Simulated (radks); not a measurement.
Spherical quantum dot in the effective-mass picture: electrons in a parabolic well V = omega^2 r^2 / 2 with omega = 0.603, with a point charge +1 (a donor) at the centre, all in effective atomic units (hartree* = m*/eps^2 hartree, bohr* = eps/m* bohr), one dielectric constant everywhere. Calculated with a radial shooting solver with Libxc functionals: non-relativistic Kohn-Sham, LDA (Slater exchange, Perdew-Wang correlation), spin-polarised, spherical densities. Levels are named by radial order and angular momentum (1s, 1p, 1d, 2s, ...), and open shells are averaged over m. Results are scaled to m* = 0.077 and eps = 9.4, for which hartree* = 23.71 meV and bohr* = 6.46 nm.

N = 27, configuration 1s2 1p6 1d10 2s2 1f(up 7, down 0). This is the lowest configuration that the search found. Occupied and some empty levels:

level    occupation  eigenvalue (meV)  <r> (nm)
1s up             1            206.26     11.96
1s down           1            206.61     11.43
1p up             3            214.07     19.10
1p down           3            215.06     18.76
2s up             1            217.78     18.23
2s down           1            218.69     18.49
1d up             5            220.26     21.89
1d down           5            221.46     21.76
1f up             7            227.04     23.85
1f down           0            228.32     23.83
2p up             0            228.91     20.11
2p down           0            229.65     20.27
1g up             0            234.50     25.43
1g down           0            235.79     25.49
2d up             0            237.85     22.45
2d down           0            238.64     22.49

Energy (meV): total 3593.60, kinetic 337.31, external 1070.1, Hartree 2409.6, exchange-correlation -223.37.

Electron density:

r (nm)  n(r) (e/nm^3)
3.05         0.001179
6.33        0.0004968
9.60        0.0003007
12.9        0.0002934
16.2        0.0003328
19.4        0.0003349
22.7        0.0002688
26.0        0.0001619
29.3       0.00006968
32.5       0.00002073
35.8        4.201e-06
39.1        5.793e-07
42.4        5.472e-08
